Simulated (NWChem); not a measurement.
Molecule: BNH₂Cl₂; SMILES ClB(N)Cl

```xyz
6

B      0.0000     0.0000    -0.3333
Cl     1.5354     0.0000     0.5593
Cl    -1.5354     0.0000     0.5593
N      0.0000     0.0000    -1.7306
H     -0.8610     0.0000    -2.2769
H      0.8610     0.0000    -2.2769
```
Atoms are numbered in this order, from 1.

Level: PBE-D3(BJ)/def2-SVP (NWChem), optimised geometry, unscaled harmonic frequencies. 

```tsv
frequency (cm⁻¹)	IR intensity (km/mol)
258	1.1
313	0.3
444	71.9
502	103.9
551	16.5
555	0.0
757	48.2
1046	291.0
1323	106.7
1530	200.1
3523	57.2
3633	43.1
```

The zero-point energy is 20.6 kcal/mol and the thermal correction to the enthalpy at 298.15 K (with zero-point energy) is 24.2 kcal/mol. The heat capacity Cv comes out as 15.5 cal/(mol K) and the entropy at 298.15 K and 1 atm (symmetry number 2) is 70.6 cal/(mol K). The dipole moment comes out as 2.93 D.

Rigid rotor and harmonic oscillator.
